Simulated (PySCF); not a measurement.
**A search over the determinants of InSn⁺**

Unrestricted PBE0; basis In cc-pVDZ-PP with ECP28, Sn cc-pVDZ-PP with ECP28; scalar-relativistic core potentials; PySCF 2.14. Outer shells of the fragments: In+ 4d10 5s2; Sn 4d10 5s2 5p2.

Followed along the bond (rough minima from three points):

```tsv
2Ms+1	unpaired	⟨S²⟩ at the start	R at minimum (Å)	Te (eV)
3	σ ↑, π ↑	2.01	3.28	0.00
1	σ ↑, π ↓	1.01	3.26	0.22
3	π ↑↑	2.01	2.91	0.48
1	none	0.00	3.48	0.48
1	π ↑↓	1.01	2.91	0.71
```

Solutions found at the starting distance of 2.840 Å, counted from the lowest of them; the search is not exhaustive and high or unbound solutions are not listed, so other states can lie among these:

```csv
2Ms+1,unpaired,term,E (eV),⟨S²⟩,⟨Lz²⟩,μ (D)
3,"σ ↑, π ↑",³Π,0.00,2.01,1.00,-0.66
1,"σ ↑, π ↓",mixed,0.20,1.01,1.00,-0.64
3,π ↑↑,³Σ⁻,0.25,2.01,0.00,-2.16
1,π ↑↓,mixed,0.49,1.01,2.01,-1.98
1,none,¹Σ⁺,0.92,0.00,0.00,1.45
1,none,mixed,1.11,0.00,2.00,-1.49
3,π ↑↑,mixed,2.58,2.01,2.01,1.74
3,"σ ↑↑, π ↑↓",mixed,4.00,3.01,2.01,-2.02
```

A term symbol is given only where ⟨S²⟩ and ⟨Lz²⟩ are close to those of a pure state; real π, δ and φ orbitals otherwise mix terms. A positive dipole points towards Sn; it is taken about the centre of mass and depends on that origin.

Spin–orbit coupling is left out.
